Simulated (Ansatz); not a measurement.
One change: `FB(S)S` becomes `[F][Ga]([SH])[SH]`.

Ansatz, PBE0-D4/def2-TZVP geometries, multiplicity 1. Each molecule was computed in one conformer, which needn't be the lowest.

Scalar relativity is left out up to krypton.

| property | `FB(S)S` |
| --- | --- |
| HOMO energy (PBE/def2-TZVPP) / eV | -6.49 |
| zero-point energy (PBE0-D4/def2-TZVP) / kJ/mol | 69.1 |
| LUMO energy (PBE0/def2-TZVPP) / eV | -0.34 |
| LUMO energy (PBE/def2-TZVPP) / eV | -1.28 |
| HOMO energy (B3LYP/def2-TZVPP) / eV | -7.43 |
| LUMO energy (B3LYP/def2-TZVPP) / eV | -0.53 |

(1) Give the same properties after the change, and the shifts. (An estimate is asked.)

Results:

(1) Ansatz gave: 
```tsv
property	`[F][Ga]([SH])[SH]`	shift
HOMO energy (PBE/def2-TZVPP) / eV	-6.74	-0.25
zero-point energy (PBE0-D4/def2-TZVP) / kJ/mol	55.4	-13.7
LUMO energy (PBE0/def2-TZVPP) / eV	-1.20	-0.86
LUMO energy (PBE/def2-TZVPP) / eV	-2.12	-0.84
HOMO energy (B3LYP/def2-TZVPP) / eV	-7.71	-0.28
LUMO energy (B3LYP/def2-TZVPP) / eV	-1.52	-0.99
```

With PBE0 the HOMO falls by 0.28 eV and the LUMO falls by 0.86 eV, so the gap narrows by about 0.58 eV. PBE moves the HOMO by -0.25 eV and ωB97M-V by -0.32 eV.

B3LYP here is the variant with VWN-RPA as its local correlation; programs differ in this.
